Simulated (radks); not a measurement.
Species: C4+. Configuration: 2s2 (not the ground configuration).

All-electron calculation, non-relativistic Kohn-Sham, MS2 meta-GGA, spin-polarised, spherical densities, point nucleus; meta-GGA in the generalised Kohn-Sham scheme. Program: a radial shooting solver on a logarithmic mesh with Libxc functionals.

Energy parts (eV):
| part | energy |
|---|---|
| total | -224.053 |
| kinetic | 222.967 |
| electron-nucleus | -467.546 |
| Hartree | 47.380 |
| exchange-correlation | -26.855 |

Orbitals (lengths in bohr, moments of r in powers of bohr; <r^-3> diverges for s and p1/2; r(max) is where P^2 peaks; r(90%) holds 90 % of the orbital's charge):
[
 {"orbital": "2s", "occ.": "2", "eigenvalue (eV)": "-92.4983", "<r^-3>": "-", "r(90%)": "1.58", "r(max)": "0.8945", "<1/r>": "1.432"}
]

The highest occupied level is 2s at -92.498 eV. Summed over all electrons, <r^2> = 2.513 bohr^2, which gives a Langevin (diamagnetic) susceptibility term of -1.99 x 10^-6 cm^3/mol. The electron density at the nucleus is 15.69 e/bohr^3. The density falls to 0.001 e/bohr^3 at r = 2.27 bohr. Virial ratio -V/T = 2.00487.
